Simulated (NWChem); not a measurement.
System: ZnHSCl; SMILES [SH][Zn][Cl]

Here is an NWChem input.

```
start job
memory heap 200 mb stack 900 mb global 1100 mb
geometry units angstroms noautoz
  Zn    -0.126411    -0.069360     0.000000
  Cl     0.023667     2.037988     0.000000
  S     -0.305880    -2.234399     0.000000
  H      1.050781    -2.384800     0.000000
end
basis spherical
  Zn library 6-31g*
  Cl library 6-31g*
  S library 6-31g*
  H library 6-31g*
end
dft
  xc xwpbe 0.80 cpbe96 1.0 hfexch 1.00
  cam 0.2 cam_alpha 0.2 cam_beta 0.8
  iterations 150
  mulliken
end
task dft energy
```

Coordinates come from a PBE-D3(BJ)/def2-SVP optimisation.

Problem. Predict the main results of this run. (LRC-wPBEh/6-31G* (spherical d).) Quantities: energy (Ha); highest occupied level (eV); orbital gap (eV); dipole (D).

Solution. 
```yaml
energy (Ha): -2637.57
highest occupied level (eV): -9.54
orbital gap (eV): 9.78
dipole (D): 1.36
```
